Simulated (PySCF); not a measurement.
As (SMILES [As+]), charge +1, triplet. Base run: CAMB3LYP/cc-pVTZ in PySCF.

Geometry (Å):
```xyz
1

As     0.0000     0.0000     0.0000
```
Charge +1, spin multiplicity 3.
Orbitals are unrestricted.
All else is at PySCF's defaults.
Base energy -2235.61035 Eh.

Variants of this job, named by their change:

| change | ΔE vs base (µEh) | grid points | electrons on the grid | outcome |
|---|---|---|---|---|
| base | 0.0 | 20424 | 32.00000 | converged |
| grids.level = 7 | 0.1 | 86640 | 32.00000 | converged |
| grids.level = 4 | 0.1 | 30192 | 32.00000 | converged |
| grids.atom_grid = (75, 302) | -0.2 | 13080 | 32.00000 | converged |
| grids.atom_grid = (99, 590) | 0.0 | 28352 | 32.00000 | converged |
| grids.atom_grid = (30, 110) | 328 | 2448 | 32.00004 | converged |
| grids.radi_method = mura_knowles | 0.3 | 19312 | 32.00000 | converged |
| grids.level = 2 | -0.2 | 13080 | 32.00000 | converged |
| grids.atom_grid = (150, 974) | 0.1 | 70296 | 32.00000 | converged |
| grids.prune = dft.gen_grid.treutler_prune | 0.0 | 20704 | 32.00000 | converged |
| grids.prune = dft.gen_grid.sg1_prune | - | - | - | input refused |

Open shells are given as the SCF converged; they aren't shown to be the lowest states, and a large step between rows can be another state.

- grids.prune = dft.gen_grid.sg1_prune: ended with `IndexError: index 33 is out of bounds for axis 0 with size 19`
